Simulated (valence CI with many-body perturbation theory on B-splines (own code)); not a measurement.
Run record, P²⁺

Level of theory: configuration interaction combined with many-body perturbation theory (CI+MBPT): three valence electrons over a frozen Dirac-Fock core [Ne], a basis of 11 s, 11 p, 9 d, 7 f, 5 g, 2 h, 1 i functions for each j, with the one-electron correlation potential Σ1 (screened to all orders), the two-electron term Σ2, the three-electron term Σ3, Breit, model QED; selected single and double excitations, second order for the rest, scaled by the run's own slope (own B-spline code, finite nucleus).

Command, and the settings that its task file holds:

```sh
python run_cv.py task.json out
```

```
atom P  Z=15  mass_number=31  rms_radius_fm=3.1889
core [Ne]
valence 3s2 3p1
avg = 1
basis = L
breit = 1
cap = 40000
capref = 1200
cscale = 1
de = 0.0
dress = 0
eps = 2e-08
extrap = 1
h = 0.27
hh = 1
l2 = 3
lcore = 6
maxit = 60
n2 = 5
natural = 1
nlev = 60
nno = [7, 7, 6, 5, 4, 2, 1]
nroot = 26
nsp = [4, 4, 3, 2, 1, 0, 0]
pt2 = 1
qed = 1
rpa = 1
s1 = 1
s2 = 1
s3 = 1
screen = 1
tol = 2e-05
whole = 1
```

(1) Roughly how long does this run take on one core of Intel(R) Xeon(R) Processor @ 2.30GHz, and how much memory?

Log. The first blocks belong to the next ion, which gives the ionisation energy. Fields: 2J, parity (1 odd), roots, reference size, generating configurations, candidates as configurations/state functions, variational space P, stored matrix elements, Davidson steps; e2 is the range of second-order energies in hartree. The first line gives the box (bohr), its intervals, the orbitals and the steps of their self-consistent field. Window is the range of levels sought, series limit the energy at which the first omitted orbital would enter, core excitation an estimate of the first excitation out of the core, left out the lowest levels not solved, and shifts from estimates the range by which levels moved from their first estimate, all in cm⁻¹.

```
rmax 30.0 intervals 67 orbitals 81 references ['3s2 3p', '3s 3p2'] scf 7 t 0.9
2J=0 par=0 roots 2 ref 20 generators 9 cand 327/327 P 347/347 nnz 0 it 0
2J=0 par=0 roots 2 ref 20 generators 26 cand 22/22 P 369/369 nnz 0 it 0
   second order: generators 32 cand 13/13 e2 -0.00000 -0.00000
reference levels 107, estimated 107, window 206828 1/cm; series limit 206828, core excitation 1112655
2J=1 par=1 roots 11 ref 16 generators 56 cand 3737/5696 P 5656/8420 nnz 6.1e+06 it 10
2J=1 par=1 roots 11 ref 16 generators 140 cand 3358/5186 P 9014/13606 nnz 1.3e+07 it 11
   second order: generators 262 cand 19035/29523 e2 -0.00011 -0.00000
2J=3 par=1 roots 15 ref 24 generators 59 cand 2735/5670 P 4084/8214 nnz 7e+06 it 12
2J=3 par=1 roots 15 ref 24 generators 157 cand 4903/10840 P 8987/19054 nnz 2.9e+07 it 13
   second order: generators 289 cand 26391/58801 e2 -0.00014 -0.00001
2J=1 par=0 roots 10 ref 12 generators 53 cand 2929/4382 P 4677/6886 nnz 4.5e+06 it 10
2J=1 par=0 roots 10 ref 12 generators 127 cand 2092/3170 P 6769/10056 nnz 8.2e+06 it 11
   second order: generators 240 cand 19945/30876 e2 -0.00006 -0.00001
2J=3 par=0 roots 12 ref 13 generators 64 cand 2550/5398 P 3931/8164 nnz 6.6e+06 it 13
2J=3 par=0 roots 12 ref 13 generators 152 cand 4414/9966 P 8345/18130 nnz 2.6e+07 it 14
   second order: generators 271 cand 26265/57891 e2 -0.00008 -0.00001
2J=5 par=0 roots 9 ref 9 generators 52 cand 2377/5532 P 3741/8343 nnz 6.9e+06 it 11
2J=5 par=0 roots 9 ref 9 generators 126 cand 4203/10575 P 7944/18918 nnz 2.9e+07 it 10
   second order: generators 235 cand 29557/75959 e2 -0.00009 -0.00001
2J=5 par=1 roots 11 ref 18 generators 50 cand 2301/5632 P 3530/8186 nnz 7.5e+06 it 9
2J=5 par=1 roots 11 ref 18 generators 143 cand 5236/13633 P 8766/21819 nnz 3.9e+07 it 9
   second order: generators 265 cand 29816/77035 e2 -0.00012 -0.00001
2J=7 par=1 roots 7 ref 10 generators 38 cand 2130/5590 P 3434/8251 nnz 7.2e+06 it 9
2J=7 par=1 roots 7 ref 10 generators 114 cand 4206/11387 P 7640/19638 nnz 3.2e+07 it 9
   second order: generators 216 cand 30096/83066 e2 -0.00011 -0.00001
2J=9 par=1 roots 2 ref 2 generators 12 cand 952/2124 P 2234/4591 nnz 2.8e+06 it 4
2J=9 par=1 roots 2 ref 2 generators 35 cand 1511/3619 P 3745/8210 nnz 8e+06 it 6
   second order: generators 62 cand 24126/68020 e2 -0.00004 -0.00003
2J=7 par=0 roots 2 ref 2 generators 18 cand 765/1605 P 2213/5418 nnz 3.7e+06 it 5
2J=7 par=0 roots 2 ref 2 generators 47 cand 1261/3063 P 3474/8481 nnz 7.7e+06 it 6
   second order: generators 82 cand 28590/74763 e2 -0.00006 -0.00002
2J=9 par=0 roots 1 ref 1 generators 5 cand 234/630 P 1027/3306 nnz 2.5e+06 it 5
2J=9 par=0 roots 1 ref 1 generators 16 cand 391/1090 P 1418/4396 nnz 3.8e+06 it 6
   second order: generators 27 cand 23653/56598 e2 -0.00002 -0.00002
left out: unestimated none, estimated 220164, shifts from estimates -76 to 79
operators 0.9
```

The Davidson iterations converged.

Against 13 measured levels this calculation errs by 60 cm⁻¹ on average and by 100 at most. These come from a selection out of Martin, Zalubas and Musgrove, J. Phys. Chem. Ref. Data 14, 751 (1985). Levels without a partner in it may be off by more.

```
Valence energy                            : -5.389289 hartree
Ionisation energy                         : 30.199 eV (NIST: 30.2026 eV (measured))
Reference configurations for the orbitals : 3s2 3p, 3s 3p2
Radial orbitals                           : 81
Box radius                                : 30 bohr
Largest variational space                 : 21819
Lowest levels                             : 3s²3p ²P°_1/2 0.000, 3s²3p ²P°_3/2 0.069, 3s3p² ⁴P_1/2 7.045, 3s3p² ⁴P_3/2 7.070, 3s3p² ⁴P_5/2 7.111, 3s3p² ²D_3/2 9.281, 3s3p² ²D_5/2 9.285, 3s3p² ²S_1/2 12.430, 3s3p² ²P_1/2 13.526, 3s3p² ²P_3/2 13.573, 3s²3d ²D_3/2 14.493, 3s²3d ²D_5/2 14.495, 3s²4s ²S_1/2 14.616, 3s²4p ²P°_1/2 17.529 eV
```

Answers

(1) 2 min on 1 thread of Intel(R) Xeon(R) Processor @ 2.30GHz, with other jobs on the host, peak memory 0.74 GiB.
